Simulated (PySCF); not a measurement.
C2H9FOSi2. Atoms are numbered in the order given.

```xyz
15

O     -1.3518    -1.3260     0.5559
C     -2.1218    -0.8295    -0.5339
C     -1.8128     0.6544    -0.6739
Si     0.0568     0.9791    -0.8619
Si     1.2174    -0.2696     0.7510
F      2.7507     0.3256     0.8150
H     -1.4156    -2.2889     0.5902
H     -3.2009    -0.9907    -0.3467
H     -1.8667    -1.3602    -1.4724
H     -2.1671     1.1869     0.2253
H     -2.3591     1.0753    -1.5339
H      0.3306     2.4395    -0.7146
H      0.4936     0.5600    -2.2308
H      1.3572    -1.7052     0.3798
H      0.6552    -0.1221     2.1201
```
Charge 0, spin multiplicity 1.

The structure is a stationary point at B3LYP-D3(BJ)/def2-SVP. The structure was generated by enumeration, and PubChem lists no compound with its InChIKey, so it may never have been made. The values are those of a single conformer.

Calculation: KT2/pcSseg-1 in PySCF.

GIAO shieldings, no solvent; atoms listed in one row are averaged. δ = σ(ref) − σ: ¹⁷O against H2O (σ = 330.4 ppm); ¹³C against TMS (σ = 185.1 ppm); ²⁹Si against TMS (σ = 361.9 ppm); ¹⁹F against CFCl3 (σ = 127.1 ppm); ¹H against TMS (σ = 31.47 ppm), references at their B3LYP-D3(BJ)/def2-TZVP geometries, non-relativistic.

Computed chemical shifts:
```csv
nucleus,atoms,count,δ (ppm)
¹⁷O,O1,1,50.0
¹³C,C2,1,67.0
¹³C,C3,1,16.4
²⁹Si,Si5,1,-8.3
²⁹Si,Si4,1,-74.1
¹⁹F,F6,1,-255.1
¹H,"H14, H15",2,5.61
¹H,H8,1,4.57
¹H,H12,1,4.22
¹H,H13,1,4.07
¹H,H9,1,3.79
¹H,"H10, H11",2,1.47
¹H,H7,1,0.83
```
